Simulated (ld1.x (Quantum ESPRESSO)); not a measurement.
# What one change does to a pseudopotential (N (Z = 7), TM)

ld1.x (Quantum ESPRESSO) 7.5 input, shortened:

```
&input
   title='N', zed=7., rel=0, dft='PZ', iswitch=3,
   config='[He] 2s2 2p2.5'
 /
 &inputp
   pseudotype=2, tm=.true., lloc=0,
   nlcc=.false.
 /
2
2P  2  1   2.50   0.00  2.55  2.55  0.0
2S  1  0   2.00   0.00  1.15  1.15  0.0
 &test
   configts(1)='2s2 2p2.5'
 /
```

All-electron outer shells of the reference configuration (LDA (PZ), non-relativistic, ld1.x):

```
shell  level (eV)  outermost node (bohr)  outermost maximum (bohr)
   2s      -24.91                   0.32                      1.00
   2p      -13.59                      –                      0.94
```

Change: core correction a·sin(br)/r model core inside 0.52 bohr.

Cutoffs: the cutoffs (Ry, on a coarse ladder) from which the occupation-weighted sum of valence levels, in a spherical-Bessel basis at the reference potential, stays within 10 and 1 mRy of its value at 400 Ry; they do not see the model core or the augmentation charge, which bear on the density cutoff. Errors are all-electron minus pseudo energies relative to the spin-unpolarised reference configuration.

Question: Predict the effect on cutoff, ghosts and configuration errors.

Answer: The potential gets neither clearly harder nor softer (45 Ry and 110 Ry → 45 Ry and 110 Ry); of the 9 tests that both files solve, the error grows in 1 and shrinks in 2 by more than 15 % and 0.3 meV (median size 93.0 → 86.7 meV); neither file shows a bound ghost. A model core, the more so a compact one, raises the density cutoff, which this test does not measure.

| quantity | base | changed |
| --- | --- | --- |
| cutoff, loose | 45 Ry | 45 Ry |
| cutoff, tight | 110 Ry | 110 Ry |
| bound ghosts | none | none |
| error for 2s2 2p3, meV [ΔE -5.17 eV] | +18 | +18 |
| error for 2s2 2p2, meV [ΔE 8.57 eV] | +43 | +43 |
| error for 2s2 2p1, meV [ΔE 37.54 eV] | +701 | +696 |
| error for 2s1 2p4, meV [ΔE 6.00 eV] | +93 | +87 |
| error for 2s2 2p0, meV [ΔE 84.71 eV] | +3027 | +3001 |
| error for 2s0 2p5, meV [ΔE 17.22 eV] | +145 | +117 |
| error for 2s1 2p0, meV [ΔE 162.13 eV] | +5047 | +4895 |
| error for 2s2 2p2.5 (spin-polarised), meV [ΔE -2.31 eV] | +14 | -40 |
| error for 2s2 2p3 (spin-polarised), meV [ΔE -8.06 eV] | +70 | +4.1 |
| s: phases at 2.75 bohr within 0.05 rad from the reference energy up to (Ry; the scan ends near 5) | to the end of the scan | to the end of the scan |
| p: phases at 2.75 bohr within 0.05 rad from the reference energy up to (Ry; the scan ends near 5) | 0.4 | 0.4 |
